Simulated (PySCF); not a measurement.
C₄H₁₁B.
SMILES with atom numbers: `[CH3:1][BH:2][CH2:3][CH2:4][CH3:5]` (hydrogens: H6, H7, H8 on C1; H9 on B2; H10, H11 on C3; H12, H13 on C4; H14, H15, H16 on C5)

Torsions of this conformer, `[CH3:1][BH:2][CH2:3][CH2:4][CH3:5]`: C1–B2–C3–C4 1°, B2–C3–C4–C5 180°.

The closed-shell ground state was solved at several levels (PySCF, density fitting, gas phase, non-relativistic). Geometry: PBE0-D3(BJ)/def2-SVP, one conformer, isolated molecule.

| level | basis functions | total energy (Eh) | HOMO (eV) | LUMO (eV) | gap (eV) | dipole (D) |
| --- | --- | --- | --- | --- | --- | --- |
| PBE0/6-31G | 67 | -183.6138 | -8.17 | -0.24 | 7.93 | 0.38 |
| LDA/pcSseg-1 | 140 | -182.0514 | -7.04 | -1.87 | 5.17 | 0.43 |
| PBE0/def2-TZVP | 221 | -183.7191 | -8.32 | -0.60 | 7.72 | 0.42 |
| B97-2/pcSseg-1 | 140 | -183.8086 | -8.12 | -0.58 | 7.54 | 0.36 |
| BHandHLYP/pcSseg-1 | 140 | -183.7503 | -9.70 | 0.48 | 10.18 | 0.32 |
| PBE0/def2-SVP | 125 | -183.5259 | -8.29 | -0.51 | 7.78 | 0.41 |

(1) Estimate the row for BP86/pcSseg-1, a basis of 140 functions; the other rows only guide the guess.

(2) Over all these levels, which gives the widest orbital gap and which the narrowest?

(3) How much does the basis alone move the frontier levels among the 3 PBE0 rows?

(4) In the pcSseg-1 basis, how does the gap go with the fixed share of exact exchange?

(5) How far do the dipole and the HOMO energy spread over the levels?

Results:

(1) Total energy -183.8623 Eh, HOMO -7.10 eV, LUMO -1.68 eV, gap 5.42 eV, dipole 0.41 D.

(2) BHandHLYP/pcSseg-1 (global hybrid, 50 % exact exchange) has the widest, 10.18 eV, and LDA/pcSseg-1 (LDA) the narrowest, 5.17 eV. The two share the basis. From the narrowest to the widest the HOMO moves by -2.66 eV and the LUMO by +2.35 eV.

(3) The HOMO by 0.15 eV and the LUMO by 0.36 eV. By rising basis size (HOMO, LUMO in eV): 6-31G -8.17, -0.24; def2-SVP -8.29, -0.51; def2-TZVP -8.32, -0.60.

(4) LDA (0 %) 5.17 eV; BP86 (0 %) 5.42 eV; B97-2 (21 %) 7.54 eV; BHandHLYP (50 %) 10.18 eV. Each rise in the share widens the gap here.

(5) The dipole runs from 0.32 to 0.43 D (mean 0.39 D) and the HOMO from -9.70 to -7.04 eV.
